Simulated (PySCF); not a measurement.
Computed properties of HO₂Si, SMILES O=[Si]=[OH+], charge +1

HO2Si, SMILES O=[Si]=[OH+], charge +1. Geometry: PBE0-D3(BJ)/def2-TZVP. The isomer is the one that the SMILES or the coordinates give; other isomers of the formula were not compared. Other conformers were not sampled. All values are computed for the isolated molecule unless a solvent is named; none is compared with measurement here.

**Structure.** The optimised structure has Cs symmetry. All 6 harmonic modes at PBE0-D3(BJ)/def2-TZVP (PySCF) are real, so it is a minimum. With heavy atoms numbered as in [O:1]=[Si:2]=[OH+:3], the shortest bond between them is O1–Si2 at 1.489 Å and the longest Si2–O3 at 1.533 Å.

**Vibrations.** The strongest infrared lines (harmonic, unscaled, degenerate partners summed) lie at 3779 cm⁻¹ (653 km/mol, H 94 %), 424 cm⁻¹ (213 km/mol, H 78 %, O 19 %), 1464 cm⁻¹ (75 km/mol, Si 53 %, O 45 %). The softest mode is at 237 cm⁻¹ and the zero-point energy is 10.2 kcal/mol.

**Electronic structure.** B3LYP/def2-TZVPD (PySCF) places the frontier levels at -16.49 and -10.83 eV, a gap of 5.66 eV and a mean polarisability of 25.2 bohr³.

**Excitations.** TDA-ωB97X/def2-SVPD (PySCF) has S1 at 4.60 eV (270 nm, f = 0.023, weak); the most intense of the 10 singlets computed lies at 9.33 eV (f = 0.06). T1 (TDA) is at 3.93 eV, 0.67 eV under S1. No vertical singlet excitation falls in the visible range (under 3.1 eV).

**NMR.** GIAO shifts at B3LYP/pcSseg-2 (PySCF) (non-relativistic, atoms alike by connectivity averaged): ¹H at 7.2 ppm against TMS; ²⁹Si at -65.7 ppm against TMS.
